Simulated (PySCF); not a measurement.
# Basis-set dependence of GeP at PBE0

PySCF, UKS reference; doublet, unpaired electrons π ↑; De to Ge + P without counterpoise correction.

```json
{"basis": "cc-pVDZ-PP/cc-pV(D+d)Z", "relativity": "scalar-relativistic core potentials", "functions": "46", "Re (Å)": "2.152", "ωe (cm⁻¹)": "495", "De (eV)": "3.21", "μ (D)": "-1.33"}
{"basis": "def2-SVP", "relativity": "no relativity", "functions": "50", "Re (Å)": "2.147", "ωe (cm⁻¹)": "502", "De (eV)": "3.27", "μ (D)": "-1.14"}
{"basis": "cc-pVTZ-PP/cc-pV(T+d)Z", "relativity": "scalar-relativistic core potentials", "functions": "78", "Re (Å)": "2.143", "ωe (cm⁻¹)": "497", "De (eV)": "3.31", "μ (D)": "-1.37"}
{"basis": "x2c-TZVPPall", "relativity": "spin-free X2C", "functions": "90", "Re (Å)": "2.143", "ωe (cm⁻¹)": "498", "De (eV)": "3.31", "μ (D)": "-1.34"}
{"basis": "def2-TZVPPD", "relativity": "no relativity", "functions": "102", "Re (Å)": "2.143", "ωe (cm⁻¹)": "502", "De (eV)": "3.37", "μ (D)": "-1.27"}
```

Problem. How does each smaller set differ from the one with most functions, def2-TZVPPD?

Solution. cc-pVDZ-PP/cc-pV(D+d)Z: +0.9 pm, -1.4 % in ωe, -0.16 eV in De; def2-SVP: +0.4 pm, +0.0 % in ωe, -0.10 eV in De; cc-pVTZ-PP/cc-pV(T+d)Z: +0.0 pm, -1.0 % in ωe, -0.06 eV in De; x2c-TZVPPall: +0.0 pm, -0.8 % in ωe, -0.06 eV in De. All at PBE0; the set with most functions is neither the basis-set limit nor always the best. The rows treat relativity differently, so the differences are not basis effects alone.

A positive dipole means Ge(−)P(+). Spin–orbit coupling is left out. The state is the lowest determinant that a PBE0 search found; another state may lie lower at other levels.
